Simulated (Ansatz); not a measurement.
Cl3FOW (`[O]=[W]([F])([Cl])([Cl])[Cl]`), relaxed with RKS PBE0-D4/def2-TZVP in the Gaussian-basis code of Ansatz from a PBE-D4/def2-SVP geometry. The force threshold is 0.005 eV/Å; the program also tests the step.

Charge 0, multiplicity 1. W: def2 effective core potential.

Start:

```xyz
6

O     1.239    1.160   -0.515
W     0.067    0.060    0.022
F     0.223    0.104    1.899
Cl   -1.839    1.323    0.361
Cl   -0.858   -0.682   -1.956
Cl    1.167   -1.966    0.189
```

```json
{"step": "1", "energy (eV)": "-44150.6148", "largest force (eV/Å)": "1.747", "largest move (Å)": "0.000"}
{"step": "2", "energy (eV)": "-44150.6642", "largest force (eV/Å)": "0.360", "largest move (Å)": "0.051"}
{"step": "3", "energy (eV)": "-44150.6756", "largest force (eV/Å)": "0.076", "largest move (Å)": "0.023"}
{"step": "4", "energy (eV)": "-44150.6759", "largest force (eV/Å)": "0.029", "largest move (Å)": "0.005"}
{"step": "5", "energy (eV)": "-44150.6759", "largest force (eV/Å)": "0.002", "largest move (Å)": "0.006"}
```

End:

```xyz
6

O     1.225    1.146   -0.506
W     0.070    0.063    0.020
F     0.229    0.112    1.872
Cl   -1.821    1.294    0.360
Cl   -0.843   -0.669   -1.936
Cl    1.140   -1.945    0.190
```

Hardware: 4 threads of an Arm Neoverse V2 on a shared host. Wall time 26 s, peak host memory 0.73 GiB.
